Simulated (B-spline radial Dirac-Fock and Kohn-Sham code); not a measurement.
## Satellites and hypersatellites of the K lines of Zr

System: the Zr atom, [Kr] 4d2 5s2.

The run's input, task.json:

```json
{"items": [{
  "Z": 40,
  "q": 0,
  "cfg": [[1, 0, 2], [2, 0, 2], [2, 1, 6], [3, 0, 2], [3, 1, 6], [3, 2, 10], [4, 0, 2], [4, 1, 6], [4, 2, 2], [5, 0, 2]],
  "A": 90,
  "rrms": 4.2694,
  "do": ["binding", "quiet", "double"]
}]}
```

Run with: `python xray_run.py task.json out`

These are calculated numbers from an atomic code on a B-spline grid; the model is Dirac-Fock (average of configuration) total-energy differences with a finite nucleus, the Breit interaction including its frequency dependence, and self-energy and vacuum-polarisation corrections. Each two-hole energy is an average over J within one jj subconfiguration, not an observable level; in light atoms, where LS coupling holds, the j-resolved values are not observed lines, and for a K spectator the Kα1 hypersatellite is nearly forbidden. Correlation and solid-state effects are left out.

Lines without a spectator: Kα2 (K-L2) 15688.9 eV, Kα1 (K-L3) 15773.4 eV, Kβ3 (K-M2) 17649.5 eV, Kβ1 (K-M3) 17663.4 eV. Shifts in eV with one spectator hole (a dash: not computed, or left out as unreliable):

```
spectator hole    Kα2    Kα1     Kβ3     Kβ1
    L2 (2p1/2)  +45.5  +56.5       –  +122.9
    L3 (2p3/2)  +47.8  +46.9  +113.6       –
    M2 (3p1/2)      –  +5.18  +12.26  +15.29
    M3 (3p3/2)  +4.16      –  +13.61  +13.02
    M4 (3d3/2)  +0.03  -1.81       –       –
    M5 (3d5/2)  -2.05  -0.80       –       –
```

Question: Where does the K-L3 hypersatellite lie, emitted when both K electrons are missing?

Answer: +449.7 eV from the normal line, at 16223.1 eV. Removing both K electrons costs 36615.6 eV, which is 603.6 eV more than twice the K binding energy.

With n spectator holes in 2p, averaged over the 2p shell (energies in eV):

| n | KαLⁿ | step | hypersatellite KαʰLⁿ |
| --- | --- | --- | --- |
| 0 | 15745.2 | – | 16192.0 |
| 1 | 15794.8 | +49.6 | 16242.9 |
| 2 | 15845.6 | +50.8 | 16295.0 |
| 3 | 15897.5 | +51.9 | 16348.2 |
| 4 | 15950.6 | +53.1 | 16402.7 |
| 5 | 16004.9 | +54.3 | 16458.3 |
